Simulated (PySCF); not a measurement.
CCl3 (SMILES Cl[C](Cl)Cl), doublet, geometry from GFN2-xTB. Base run: M062X/STO-3G run with PySCF.

PySCF was given this input:
```python
from pyscf import gto, scf, dft

mol = gto.Mole()
mol.atom = '''
    C    -0.004950   -0.005289    0.303986
    Cl   -0.000024    1.675961   -0.006623
    Cl    1.451799   -0.836933   -0.026704
    Cl   -1.450028   -0.837161   -0.073962
'''
mol.basis = 'sto-3g'
mol.charge = 0
mol.spin = 1
mol.verbose = 4
mol.build()

mf = dft.UKS(mol)
mf.xc = 'm062x'
mf.kernel()
mf.analyze()
```

Variants of this job, named by their change:

```json
[
 {"change": "base", "E (Eh)": "-1403.17117", "HOMO (eV)": "-6.53", "dipole (D)": "0.05", "<S^2>": "0.754", "core-seconds (rough)": "4"},
 {"change": "functional = pbe", "E (Eh)": "-1402.46087", "HOMO (eV)": "-3.46", "dipole (D)": "0.06", "<S^2>": "0.752", "core-seconds (rough)": "2"},
 {"change": "functional = r2scan", "E (Eh)": "-1403.08105", "HOMO (eV)": "-4.09", "dipole (D)": "0.03", "<S^2>": "0.753", "core-seconds (rough)": "4"},
 {"change": "functional = m06", "E (Eh)": "-1402.91017", "HOMO (eV)": "-4.91", "dipole (D)": "0.01", "<S^2>": "0.752", "core-seconds (rough)": "3"},
 {"change": "functional = wb97x_v", "E (Eh)": "-1402.97346", "HOMO (eV)": "-7.78", "dipole (D)": "0.08", "<S^2>": "0.753", "core-seconds (rough)": "80"},
 {"change": "functional = lda,vwn", "E (Eh)": "-1398.19289", "HOMO (eV)": "-3.29", "dipole (D)": "0.10", "<S^2>": "0.752", "core-seconds (rough)": "1"},
 {"change": "functional = b97-1", "E (Eh)": "-1402.98560", "HOMO (eV)": "-4.80", "dipole (D)": "0.01", "<S^2>": "0.753", "core-seconds (rough)": "2"},
 {"change": "functional = hse06", "E (Eh)": "-1402.72925", "HOMO (eV)": "-4.91", "dipole (D)": "0.04", "<S^2>": "0.753", "core-seconds (rough)": "6"},
 {"change": "functional = b3lyp; dispersion = d4", "E (Eh)": "-1403.09965", "HOMO (eV)": "-4.92", "dipole (D)": "0.00", "<S^2>": "0.752", "core-seconds (rough)": "3"},
 {"change": "functional = hf", "E (Eh)": "-1401.06517", "HOMO (eV)": "-9.46", "dipole (D)": "0.33", "<S^2>": "0.764", "core-seconds (rough)": "0.3"},
 {"change": "functional = pbe; dispersion = d3bjm", "E (Eh)": "-1402.47014", "HOMO (eV)": "-3.46", "dipole (D)": "0.06", "<S^2>": "0.752", "core-seconds (rough)": "3"},
 {"change": "functional = pbe0", "E (Eh)": "-1402.67846", "HOMO (eV)": "-5.32", "dipole (D)": "0.04", "<S^2>": "0.753", "core-seconds (rough)": "3"},
 {"change": "functional = b3lyp5", "E (Eh)": "-1402.87200", "HOMO (eV)": "-4.83", "dipole (D)": "0.01", "<S^2>": "0.752", "core-seconds (rough)": "3"}
]
```

Totals shift with the method and basis; they matter in differences.

Open shells are given as the SCF converged; they aren't shown to be the lowest states, and a large step between rows can be another state.
